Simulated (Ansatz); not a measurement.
Ansatz (an electronic-structure program) input:

Ansatz 0.2 input:
```yaml
crystal:
  periodic: [false, false, false]
  atoms:
    - {symbol: C, position_ang: [-1.28869115, -1.21022987, -2.15036105]}
    - {symbol: Si, position_ang: [-1.27523789, -0.28456783, -0.51617551]}
    - {symbol: C, position_ang: [-1.64516375, -1.43767383, 0.91660385]}
    - {symbol: C, position_ang: [-2.47137283, 1.16321643, -0.54557286]}
    - {symbol: Si, position_ang: [0.88498488, 0.55132593, -0.16067258]}
    - {symbol: Cl, position_ang: [2.22241263, -1.03717789, -0.09068317]}
    - {symbol: Cl, position_ang: [0.93617405, 1.53926442, 1.66642456]}
    - {symbol: H, position_ang: [-0.55664050, -2.01973448, -2.14799843]}
    - {symbol: H, position_ang: [-1.05764975, -0.54874951, -2.98760969]}
    - {symbol: H, position_ang: [-2.27388885, -1.64738268, -2.33206479]}
    - {symbol: H, position_ang: [-0.92694165, -2.25845296, 0.95471689]}
    - {symbol: H, position_ang: [-2.64515945, -1.86662365, 0.81427479]}
    - {symbol: H, position_ang: [-1.60037074, -0.90647686, 1.86885560]}
    - {symbol: H, position_ang: [-3.49694125, 0.80707686, -0.67249203]}
    - {symbol: H, position_ang: [-2.25184941, 1.84776409, -1.36723489]}
    - {symbol: H, position_ang: [-2.42467406, 1.72901091, 0.38657854]}
    - {symbol: H, position_ang: [1.43305058, 1.50160746, -1.15277596]}
basis:
  gaussian:
    orbitals: def2-TZVP
hamiltonian:
  xc: {name: PBE0}
```

### Question
Predict the final energy.

### Answer
-1619.26773 Eh (PBE0/def2-TZVP). The basis has 301 functions.
